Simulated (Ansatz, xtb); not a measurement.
## A geometry optimisation of F2H3OSiSn+ with r2SCAN-D4/def2-SVP

The starting geometry of this gas-phase singlet was built from a drawn formula by distance geometry and a force field; its bonds are those of `O[SiH2][Sn+]([F])[F]`.

```json
{"atom": "F", "x (Å)": "-2.4046", "y (Å)": "1.9021", "z (Å)": "-2.7343"}
{"atom": "F", "x (Å)": "-1.9981", "y (Å)": "-1.4507", "z (Å)": "-2.2293"}
{"atom": "O", "x (Å)": "-1.0995", "y (Å)": "0.1744", "z (Å)": "1.7490"}
{"atom": "Si", "x (Å)": "-0.3544", "y (Å)": "0.8698", "z (Å)": "0.3758"}
{"atom": "Sn", "x (Å)": "-1.6812", "y (Å)": "0.4255", "z (Å)": "-1.7003"}
{"atom": "H", "x (Å)": "-1.9840", "y (Å)": "0.5850", "z (Å)": "1.7543"}
{"atom": "H", "x (Å)": "1.0435", "y (Å)": "0.2907", "z (Å)": "0.2137"}
{"atom": "H", "x (Å)": "-0.2438", "y (Å)": "2.3001", "z (Å)": "0.6384"}
```

Question: Predict what it relaxes into with r2SCAN-D4/def2-SVP.

Answer: It keeps its links, though one stretches towards breaking, and is `O[SiH2][Sn+]([F])[F]`. Distances that change by over a tenth: Si4–Sn5 (2.50 → 2.81 Å).

The energy falls by 0.99 eV over 13 steps:

```
step  E − E(last) (eV)
   1             0.993
   2             0.373
   4             0.045
   5             0.031
   6             0.023
   8             0.005
   9             0.001
  10             0.001
  12             0.000
  13             0.000
```

Final geometry (Å):

```xyz
8

F    -2.5075    1.6536   -2.9621
F    -2.0279   -1.2662   -2.5744
O    -1.1583    0.1849    1.7115
Si   -0.2492    0.9335    0.6059
Sn   -1.6405    0.4269   -1.7813
H    -1.8435    0.5919    2.2635
H     0.9551    0.1608    0.2573
H    -0.2502    2.4114    0.5468
```

From the same start GFN2-xTB ends elsewhere, in pieces: H3OSi + F2Sn.

The end wasn't checked by frequencies. Atoms past krypton carry core potentials, without spin–orbit terms. Run with Ansatz 0.2.0, 35 s on 2 threads of Arm Neoverse V1, with other jobs on the host.
